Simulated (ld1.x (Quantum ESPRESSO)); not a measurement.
# Varying the PAW potential for zinc

Base potential:

```
Element                 : zinc (Zn)
Generator               : ld1.x (Quantum ESPRESSO) 7.5
Type                    : PAW
Functional              : Wu–Cohen
Relativity              : scalar-relativistic
Frozen core             : [Ar]
Valence charge          : 12
Reference configuration : 3d10 4s2 4p0
Partial waves           : 4s (bound): rcut 1.80, rcutus 2.35 bohr; 4s channel at 3.25 Ry: rcut 1.80, rcutus 2.35 bohr; 4p (bound, empty): rcut 2.60, rcutus 3.05 bohr; 4p channel at 1.25 Ry: rcut 2.60, rcutus 3.05 bohr; 3d (bound): rcut 0.95, rcutus 1.10 bohr; 3d channel at 1.15 Ry: rcut 0.95, rcutus 1.10 bohr
Local potential         : all-electron potential smoothed inside 0.90 bohr (lloc = -1)
Core correction         : Bessel-smoothed model core inside 0.85 bohr
Augmentation charge     : PSQ, inside the norm-conserving radii
```

All-electron outer shells of the reference configuration (Wu–Cohen, scalar-relativistic, ld1.x):

| shell | level (eV) | outermost node (bohr) | outermost maximum (bohr) |
| --- | --- | --- | --- |
| 3s | -129.00 | 0.28 | 0.59 |
| 3p | -83.32 | 0.25 | 0.59 |
| 3d | -10.18 | – | 0.56 |
| 4s | -6.02 | 0.85 | 2.09 |
| 4p | -1.06 | 0.92 | 3.00 |

Cutoffs, loose and tight: the cutoffs (Ry, on a coarse ladder) from which the occupation-weighted sum of valence levels, in a spherical-Bessel basis at the reference potential, stays within 10 and 1 mRy of its value at 400 Ry. They do not see the model core or the augmentation charge, which bear on the density cutoff. Test errors are all-electron minus pseudo excitation energies from the reference, over the configurations 3d10 4s1 4p0; 3d10 4s0 4p0; 3d9 4s0 4p0; 3d9 4s2 4p1; 3d10 4s0 4p1; 3d8 4s0 4p0; 3d9 4s2 4p0. A dash means not determined; rows that change the core or the reference have their own tests. The largest error is taken over the tests solved by every variant that gives reliable tests at all: 3d10 4s0 4p0; 3d10 4s1 4p0; 3d9 4s0 4p0.

A true bound ghost makes a file unfit for plane-wave use even where its test errors are small: the radial tests pick states by their node count and pass the ghost by. Where a test does run into it, the solver fails or the error is huge.

Cutoffs are not given where the Bessel-basis levels miss the radial ones by over 6 mRy, ghosts where they miss by over 20 mRy; a channel whose overlap is not positive is not tested.

A file whose overlap is not positive is unfit for use, and its test errors describe a broken file.

```tsv
change	outcome	cutoff, loose	cutoff, tight	bound ghosts	largest test error (meV)
base	generated, overlap not positive	–	–	p (s not tested, overlap not positive)	-164
waves 4s (bound): rcut 1.80, rcutus 3.20 bohr; 4s channel at 3.25 Ry: rcut 1.80, rcutus 3.20 bohr	generated, overlap not positive	–	–	p (s not tested, overlap not positive)	-164
type TM semilocal; waves now 4s (bound): rc 2.35 bohr; 4p (bound): rc 3.05 bohr; 3d (bound): rc 1.10 bohr; local potential the d channel	generated	200 Ry	over 300 Ry	none	-207
augmentation PSQ, radius 0.90 bohr	generated, overlap not positive	–	–	p (s not tested, overlap not positive)	-163
core correction Bessel-smoothed model core inside 0.92 bohr	generated, overlap not positive	–	–	p (s not tested, overlap not positive)	-164
waves 4p (bound): rcut 2.60, rcutus 3.54 bohr; 4p channel at 1.25 Ry: rcut 2.60, rcutus 3.54 bohr	generated, overlap not positive	–	–	not determined (overlap not positive)	-164
wave 4s channel at 3.25 Ry: rcut 1.80, rcutus 2.35 bohr becomes 4s channel at 7.3 Ry: rcut 1.80, rcutus 2.35 bohr	generated, overlap not positive	–	–	p (s not tested, overlap not positive)	-164
```

**Question.** What comes out with this change to the base: local potential all-electron potential smoothed inside 2.56 bohr (lloc = -1)?

**Answer.** outcome: generated; cutoff, loose: 120 Ry; cutoff, tight: 200 Ry; bound ghosts: none; largest test error (meV): -172.

**Question.** What comes out with this change to the base: all radii but the core radius scaled by about 0.73 (s 1.72, p 2.24, d 0.80 bohr, rcut 1.32/1.90/0.70); local potential all-electron potential smoothed inside 0.66 bohr (lloc = -1)?

**Answer.** outcome: generated; cutoff, loose: 260 Ry; cutoff, tight: 300 Ry; bound ghosts: s, p; largest test error (meV): -163.

**Question.** What comes out with this change to the base: reference 3d10 4s1.75 4p0?

**Answer.** outcome: generated, overlap not positive; bound ghosts: not determined (overlap not positive); largest test error (meV): -986 over the solved tests; 1 of 7 tests not solved or not reliable. A file whose overlap is not positive is unfit for use, and its test errors describe a broken file.
